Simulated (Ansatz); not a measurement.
`[SiH3]N([SiH3])BCl` + H–F → `FBN([SiH3])[SiH3]` + HCl at 298.15 K and 1 bar (ligand exchange at a B–Cl bond).

Computed with Ansatz on PBE0-D4/def2-TZVP structures; ΔE is electronic, products minus reactants. CCSD(T)/CBS is the MP2 limit (def2-TZVPP, def2-QZVPP) plus CCSD(T) − MP2 in def2-TZVPP, frozen cores. This one scheme is used for every species. Each species was taken in one conformer, which may not be the lowest.

```csv
species,CCSD(T)/CBS energy (Eh),H − E (kJ/mol),S (J/(mol·K))
`[SiH3]N([SiH3])BCl`,-1121.76024,212.6,370.0
H–F,-100.39570,33.5,173.6
`FBN([SiH3])[SiH3]`,-761.79139,215.9,364.1
HCl,-460.38127,26.6,186.8
```

H − E and S are ideal-gas, rigid-rotor, harmonic terms from PBE0-D4/def2-TZVP, for one conformer and one mirror image of each species. 1 Eh = 2625.50 kJ/mol, R = 8.31446 J/(mol·K).

Task: By hand: ΔE, ΔH, ΔS and ΔG.

Result: ΔE = (-761.79139) + (-460.38127) − (-1121.76024) − (-100.39570) = -0.01672 Eh = -43.9 kJ/mol. Δ(H − E) = 215.9 + 26.6 − 212.6 − 33.5 = -3.6, so ΔH = -47.5 kJ/mol. ΔS = 364.1 + 186.8 − 370.0 − 173.6 = 7.3 J/(mol·K). ΔG = -47.5 − 298.15 × (7.3)/1000 = -49.7 kJ/mol.

Task: By hand: the equilibrium constant, and the temperature at which ΔG would vanish if ΔH and ΔS stayed fixed.

Result: log₁₀ K = −ΔG/(RT ln 10) = 8.7. ΔH and −TΔS have one sign here, so there is no such temperature.

The number of gas molecules stays the same, so ΔS is small and ΔH decides. A doubt of 5 kJ/mol in ΔE shifts log₁₀ K by 0.9 here. Other conformers and mirror images would add mixing entropy, several J/(mol·K) or more a flexible species. These are equilibria of isolated gas molecules and say nothing of rates. Largest T1 diagnostic: 0.012 (customary marks: 0.02 for closed shells, 0.045 for open ones).

ΔS is within the doubt of such terms, so its sign, and with it that verdict, could turn.
